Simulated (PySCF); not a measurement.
Si(F)(NH2)3 (FH₆N₃Si), SMILES N[Si](N)(N)F.

Coordinates come from a PBE0-D3(BJ)/def2-SVP optimisation. Other conformers were not sampled.

Two levels are set side by side: TDDFT-PBE/def2-SVPD (PySCF) and TDDFT-CAM-B3LYP/def2-SVPD (PySCF). Vertical, same geometry. The lowest singlet is HOMO→LUMO 100 % with PBE and HOMO→LUMO 91 % with the other functional; states are paired by order. Differences are taken from unrounded values.

| quantity | TDDFT-CAM-B3LYP |
|---|---|
| lowest singlet excitation (eV) | 6.38 |
| lowest triplet excitation (TDA) (eV) | 6.05 |

Problem. What does TDDFT-PBE give, and how far is it from TDDFT-CAM-B3LYP? (An estimate is asked for; the answer gives what the named calculation found.)

Solution. 
```csv
quantity,TDDFT-PBE,TDDFT-PBE minus TDDFT-CAM-B3LYP
lowest singlet excitation (eV),5.32,-1.06
lowest triplet excitation (TDA) (eV),5.14,-0.92
```

A lower first singlet is the usual sign of a functional without exact exchange. Differences between two approximate levels are no errors against the true value.

Rough cost on one machine, each run with all the roots and properties that it gave: TDDFT-CAM-B3LYP against TDDFT-PBE about 7 times.
